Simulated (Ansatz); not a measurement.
Consider the cleavage of the Al–Si bond: `C[SiH]([AlH2])O[SiH3]` + `C1N[SiH2]1` → `[AlH2][N]1C[SiH2]1` + `C[SiH2]O[SiH3]`.

Program: Ansatz. Geometries: PBE0-D4/def2-TZVP. ΔE: electronic, gas phase. CCSD(T)/CBS adds triple-zeta CCSD(T) − MP2 to the extrapolated MP2 energy (def2 sets, frozen cores). This one scheme is used for every species. DFT in def2-TZVPP. B3LYP here is the variant with VWN-RPA as its local correlation; programs differ in this. One conformer a species, not always the lowest.

Task: Is it downhill or uphill in electronic energy at CCSD(T)/CBS, and by how much? (Estimate.)

Result: Computed: Downhill: ΔE = -1.39 eV.

Task: What do these levels give: B3LYP-D4, r2SCAN, SCS-MP2/def2-TZVPP, CCSD(T)/def2-TZVPP, MP2/def2-QZVPP, HF/CBS(def2)? (Best estimate.)

Result: Computed: B3LYP-D4 -1.39, r2SCAN -1.37, SCS-MP2/def2-TZVPP -1.52, CCSD(T)/def2-TZVPP -1.40, MP2/def2-QZVPP -1.53, HF/CBS(def2) -1.55 eV.

Largest T1 diagnostic among the species: 0.013.

From PBE to PBE0 (25 % exact exchange), in def2-TZVPP and without D4, ΔE moves by −0.06 eV.
